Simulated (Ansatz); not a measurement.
def2 core potentials replace the inner electrons of Sn.

Cartesian coordinates (Å):
```xyz
23

C     -1.3488     2.5658     0.4765
C     -1.3016     1.7531     1.7472
Sn    -0.1136    -0.2477     1.3359
O     -1.4281    -0.5616    -0.2258
C     -1.3386    -1.6454    -1.0732
O      0.7670    -2.1751     1.0759
C      1.9646    -2.3125     0.4144
O      1.3680     0.7398     0.2747
C      1.3684     0.7314    -1.1036
H     -1.9280     3.5069     0.5853
H     -0.3312     2.8331     0.1508
H     -1.8053     1.9732    -0.3314
H     -0.7810     2.2472     2.5825
H     -2.2867     1.3947     2.0848
H     -0.7690    -2.4903    -0.6367
H     -0.8376    -1.3937    -2.0385
H     -2.3492    -2.0288    -1.3445
H      2.6069    -3.0968     0.8821
H      2.5694    -1.3810     0.3876
H      1.8374    -2.6221    -0.6530
H      0.3540     0.6507    -1.5474
H      1.8196     1.6669    -1.5072
H      1.9635    -0.1079    -1.5359
```
Charge -1, spin multiplicity 2.

These are Ansatz (a quantum-chemistry and plane-wave program) with frozen-core CCSD(T)/def2-SVP // PBE0-D3(BJ)/def2-SVP values and carry that method's errors.

| Property | Value |
|---|---|
| HF energy | -635.08037 Ha |
| MP2 correlation energy | -1.40255 Ha |

Question: Estimate the CCSD correlation energy, the (T) correction, the total energy and the T1 diagnostic.

Answer: 
| Property | Result |
|---|---|
| CCSD correlation energy | -1.49528 Ha |
| (T) correction | -0.04338 Ha |
| CCSD(T) total energy | -636.61903 Ha |
| T1 diagnostic | 0.014 |
